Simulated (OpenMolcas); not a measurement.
Computed transition rates of Ar III

* Program: OpenMolcas 26.06
* Method: SS-CASPT2, IPEA 0.25 Eh, imaginary shift 0.1 Eh (closed shells correlated: 2s 2p)
* Basis: ANO-RCC-VQZP [6s5p3d2f1g]
* Scalar Hamiltonian: DKH2, point nucleus
* Active space: 6 electrons in 8 orbitals (3s 3p 4s 4p)
* State averaging: 2S+1 = 3 even, 3 roots; 2S+1 = 1 even, 6 roots; 2S+1 = 3 odd, 3 roots; 2S+1 = 1 odd, 3 roots
* Spin-orbit coupling: state interaction with AMFI integrals over the reference wave functions, term energies averaged over their components

Rates come from the transition moments of the reference wave functions (E1 and E2 in the length form). At fixed line strength A goes as λ^-3 for E1 and M1 and as λ^-5 for E2, so a rate at the computed wavelength can be rescaled to the measured one. Measured vacuum wavelengths follow from level energies in Saloman, J. Phys. Chem. Ref. Data 39, 033101 (2010). Branching counts decays inside the model space alone, at computed energies, and the table is only a selection of the E2 and M1 lines, drawn from those between levels with measured partners whose computed energy lies within a factor of 1.5 of the measured one.

```tsv
Upper	Lower	Type	λ computed (nm)	λ measured (nm)	A computed (s-1)	A rescaled (s-1)	Branching %
3s2 3p4 3P0	3s2 3p4 3P1	M1	23030	21830	4.43e-03	5.20e-03	100.0
3s2 3p4 3P1	3s2 3p4 3P2	M1	9717	8991	2.46e-02	3.11e-02	100.0
3s2 3p4 1D2	3s2 3p4 3P1	M1	747.3	775.3	8.04e-02		21.0
3s2 3p4 1D2	3s2 3p4 3P2	M1	693.9	713.8	3.01e-01		78.6
3s2 3p4 1S0	3s2 3p4 1D2	E2	518.1	519.3	3.06e+00	3.02e+00	45.2
3s2 3p4 1S0	3s2 3p4 3P1	M1	306	311	3.67e+00		54.2
3s2 3p4 1S0	3s2 3p4 3P2	E2	296.6	300.6	3.68e-02		0.5
```

Spin-changing lines and M1 lines between different terms are not rescaled, since their strength hangs on the term gaps too.

The largest correction is for 3s2 3p4 3P1 → 3s2 3p4 3P2 (M1): 2.46e-02 × (9717 / 8991)^3 = 3.11e-02 s-1, a factor of 1.26.

The computed rate and branching of 3s2 3p4 3P1 → 3s2 3p4 3P2 give the upper level a radiative lifetime of 1.000 / 2.46e-02 s-1 = 4.07e+01 s, counting decays inside the model space alone. The rescaled rate gives about 3.2e+01 s.

No measured rate stands beside these. Rescaling mends the energy factor alone: line strengths can still be far off where a level mixes with configurations outside the active space, and weak or spin-changing lines hang on small mixing coefficients that depend on the term gaps too, so rescaling need not improve them.

CASPT2 breaks the degeneracy within a term, and the mean is taken; among the terms shown or strongly mixed into the levels shown the widest spread is 56 cm-1 (3s2 3p4 1D). Over all roots computed the reference weight is 0.86 to 0.96; the roots of lowest weight are the least certain, and an intruder state may touch them. Active for correlation alone: 4p 4s; no level in the range computed is led by a configuration that fills them, so any true level of that kind is missing. Computed and measured levels are paired by configuration, term and J; levels that our copy of the source lacks, or whose pairing is in doubt (as where it misses far off the trend of its configuration), stay unpaired. Only configurations of the active space appear.
